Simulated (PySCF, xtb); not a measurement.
OPb, SMILES [O]=[Pb] (connectivity only; charge and spin as stated), neutral, multiplicity 1.

GFN2-xTB run with xtb at its own geometry gives an orbital gap of 3.12 eV and a dipole moment of 6.92 D.

Coordinates come from a B3LYP-D3(BJ)/def2-TZVP optimisation. The def2 effective core potentials stand for the cores of Pb; spin–orbit coupling is left out.

Q: What does PySCF with PBE/def2-TZVPD give? (The exact figures need the calculation; the answer reports its results.)

A: gap 3.24 eV (levels -6.21 and -2.97 eV), dipole 4.40 D.
